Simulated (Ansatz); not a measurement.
Born–Oppenheimer molecular dynamics of ClH$_{3}$OSn (6 atoms, charge 0, multiplicity 1). It starts from a relaxed structure.

Computed with Ansatz, RKS r2SCAN/def2-SVP.

```json
{
  "ensemble": "NVE (velocity Verlet)",
  "time step": "0.5 fs",
  "steps asked": "300",
  "starting velocities drawn for": "1000 K",
  "masses": "H 3.016 u",
  "seed": "59372"
}
```

First frame:

```xyz
6
Properties=species:S:1:pos:R:3
Sn -0.037 -0.148 0.135
H -0.066 0.133 1.811
O 1.889 -0.319 -0.292
H 2.050 -0.384 -1.245
Cl -0.845 1.775 -0.976
H -0.933 -1.462 -0.496
```

Question: How far do the bonds stretch over the last three quarters of this one trajectory? (Pairs bonded in most of those frames.)

Answer: 
| bond | mean (Å) | spread (Å) | shortest | longest |
| --- | --- | --- | --- | --- |
| Sn1–H2 | 1.720 | 0.029 | 1.67 | 1.77 |
| Sn1–O3 | 1.984 | 0.006 | 1.97 | 2.00 |
| Sn1–Cl5 | 2.381 | 0.047 | 2.31 | 2.45 |
| Sn1–H6 | 1.717 | 0.013 | 1.69 | 1.74 |
| O3–H4 | 0.973 | 0.033 | 0.93 | 1.02 |

Mean temperature of the second half: 483 K. The conserved energy stayed within 0.14 meV per atom of its start (net change 0.011 meV per atom), so the integration is sound. Over the second half the temperature averaged 0.48 of the 1000 K drawn at the start: a run that starts near a minimum puts about half its kinetic energy into the potential. A run of 0.15 ps of so small a system gives no equilibrium averages.

The run took 7.1 min on 1 thread of AMD EPYC 9R45 96-Core Processor (Zen 5) (shared host), peak memory 0.15 GiB.
